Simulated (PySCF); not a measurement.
## C$_{3}$H$_{7}$ClO$_{2}$S: calculation and literature

Molfile (atoms numbered from 1):
```
C3H7ClO2S
     RDKit          3D

 14 13  0  0  0  0  0  0  0  0999 V2000
    1.4751    0.8965    0.3548 C   0  0  0  0  0  0  0  0  0  0  0  0
    0.6962    0.1954   -0.7464 C   0  0  0  0  0  0  0  0  0  0  0  0
   -0.2037   -0.9321   -0.2762 C   0  0  0  0  0  0  0  0  0  0  0  0
   -1.6843   -0.4333    0.6034 S   0  0  0  0  0  6  0  0  0  0  0  0
   -2.4675   -1.6146    0.8899 O   0  0  0  0  0  0  0  0  0  0  0  0
   -1.3801    0.5425    1.6288 O   0  0  0  0  0  0  0  0  0  0  0  0
   -2.6763    0.5968   -0.9448 Cl  0  0  0  0  0  0  0  0  0  0  0  0
    2.1013    0.1827    0.9134 H   0  0  0  0  0  0  0  0  0  0  0  0
    0.8031    1.3869    1.0717 H   0  0  0  0  0  0  0  0  0  0  0  0
    2.1403    1.6602   -0.0727 H   0  0  0  0  0  0  0  0  0  0  0  0
    0.0892    0.9141   -1.3210 H   0  0  0  0  0  0  0  0  0  0  0  0
    1.3920   -0.2547   -1.4738 H   0  0  0  0  0  0  0  0  0  0  0  0
    0.2865   -1.5952    0.4575 H   0  0  0  0  0  0  0  0  0  0  0  0
   -0.5933   -1.5537   -1.0950 H   0  0  0  0  0  0  0  0  0  0  0  0
  1  2  1  0
  2  3  1  0
  3  4  1  0
  4  5  2  0
  4  6  2  0
  4  7  1  0
  1  8  1  0
  1  9  1  0
  1 10  1  0
  2 11  1  0
  2 12  1  0
  3 13  1  0
  3 14  1  0
M  END
```

All values are calculated (PySCF 2.14.0 with density-fitted response routines): GIAO CAM-B3LYP/pcSseg-2 shieldings, PBE0-D3(BJ)/def2-SVP structure. A single conformation, no solvent, fast rotation and ring inversion assumed for equivalent nuclei, non-relativistic.

Reference values: measured (solution, not stated per compound (mostly CDCl3 or CCl4); Pretsch, Buehlmann, Badertscher, Structure Determination of Organic Compounds, 4th ed. (2009)).
```json
{"atoms": "C3", "quantity": "δ 13C", "reference": "67.1", "computed": "74.3"}
{"atoms": "C2", "quantity": "δ 13C", "reference": "18.4", "computed": "21.7"}
{"atoms": "C1", "quantity": "δ 13C", "reference": "12.1", "computed": "13.1"}
```

Computed shifts are σ(ref) − σ with the named reference compound (TMS for H and C) calculated as an isolated molecule at the same level.

Question: How far are the unscaled 13C shifts from the references?

Answer: Mean signed difference +3.83 ppm, mean absolute 3.83 ppm over 3 comparisons; the largest is +7.2 ppm at C3 (sp3 CH2 bonded to S).
